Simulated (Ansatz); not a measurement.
A structure relaxed at r2SCAN-D4/def2-TZVP in Ansatz, charge 0, doublet:

```xyz
3

Sn   -0.019    0.023   -0.288
Sn    0.157   -0.171    2.284
H    -0.138    0.148   -1.996
```

(1) Give its formula and point group.

(2) Summarise the bond lengths by kind (pairs closer than 1.2 times the sum of covalent radii, bridged metal pairs left out).

Answers

(1) Sn2H. Point group C∞v (tolerance 0.1 Å).

(2) 1 × Sn–Sn 2.58 Å; 1 × H–Sn 1.72 Å.

In the def2 sets Sn takes a core potential; there is no spin–orbit coupling. Another isomer (doublet) lies 0.58 eV lower at PBE0-D4/def2-TZVP; other spin states weren't run for this one.
